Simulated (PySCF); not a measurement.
**Correlation energy of Pb (lead, neutral)**

[Xe] 4f14 5d10 6s1 6p2 7s1, high-spin 5P determinant (an excited configuration). Computed with PySCF 2.14 in aug-cc-pwCVTZ-DK3 (11s10p8d5f1g, 125 functions), with the spin-free X2C one-electron Hamiltonian (Gaussian nucleus). Frozen: [Kr] 4d10 4f14; 22 electrons correlated.

MP2 pair energies summed by pair of shells (mhartree):

```
 pair   energy  share (%)
5d-5d  -285.82       48.1
5p-5d  -118.70       20.0
5d-6p   -48.24        8.1
5d-6s   -36.73        6.2
5p-5p   -33.04        5.6
5s-5d   -21.67        3.6
5s-5p   -16.04        2.7
5d-7s    -5.91        1.0
5p-6s    -5.50        0.9
6p-7s    -5.14        0.9
5p-6p    -4.98        0.8
6p-6p    -3.58        0.6
6s-6p    -3.20        0.5
5s-5s    -2.83        0.5
6s-7s    -0.88        0.1
5p-7s    -0.58        0.1
5s-6s    -0.56        0.1
5s-6p    -0.54        0.1
5s-7s    -0.06        0.0
```

Total MP2 correlation energy: -594.00 mhartree.

Same-spin part -218.03 and opposite-spin part -375.97 mhartree; SCS-MP2 scales them by 1/3 and 6/5 to -523.84 mhartree.

Spin-orbit coupling is strong in this species, so the high-spin LS determinant is a model state.
